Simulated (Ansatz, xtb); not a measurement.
Constitutional and geometric isomers with formula C4H2S2. Gas-phase values, no solvent. One relaxed conformer stands for each flexible species; it need not be the lowest. Strings in code marks are SMILES.

Quantity: electronic energy of isomers of C4H2S2 relative to `S=c1ccc1=S`, in kcal/mol. The restricted reference of `S=c1ccc1=S`, `C=C1c2ssc21`, `S=c1c2c1SC2` and `S=C=C=CC=S` is unstable towards unrestricted orbitals.

Level 1: frozen-core CCSD(T)/cc-pVTZ // B3LYP-D3(BJ)/def2-TZVP (Ansatz, a program for electronic structure)
Level 2: frozen-core MP2/cc-pVTZ // B3LYP-D3(BJ)/def2-TZVP (Ansatz)
Level 3: HF/cc-pVTZ // B3LYP-D3(BJ)/def2-TZVP (Ansatz)
Level 4: GFN2-xTB (xtb)

| species | level 1 | level 2 | level 3 | level 4 |
|---|---|---|---|---|
| `S=c1c2c1SC2` | 59.0 | 56.7 | 67.7 | 47.4 |
| `C=C1c2ssc21` | 60.7 | 58.5 | 72.7 | 45.9 |
| `S=C=C=CC=S` (C–C–C–S torsion 180°) | 10.0 | 11.5 | 12.3 | 3.60 |
